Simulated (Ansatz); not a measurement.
Mulliken charges of CH$_{4}$In (`[CH3][InH]`) radical from r2SCAN/def2-TZVPP in Ansatz (PBE0-D4/def2-TZVP geometry).

```tsv
atom	x (Å)	y (Å)	z (Å)	charge (e)
C1	-0.194	-0.432	-0.582	-0.482
In2	1.079	0.644	0.838	0.384
H3	-1.244	-0.291	-0.320	0.094
H4	0.052	-1.495	-0.559	0.086
H5	-0.012	-0.057	-1.590	0.086
H6	0.361	1.567	2.166	-0.168
```

By hand: the dipole of these point charges (1 e Å = 4.8032 D).

Σ q r = (0.334, 0.031, 0.024) e Å, of length 0.336 e Å = 1.61 D.

How does the dipole of the full density compare? (Estimate.)

Computed: (-0.007, -0.088, -0.122) e Å, 0.72 D; the point charges give 2.24 times that, at 99° from its direction.

Point charges leave out the atoms' own dipoles, such as those of lone pairs, and Mulliken's split depends on the basis, so the two needn't agree.
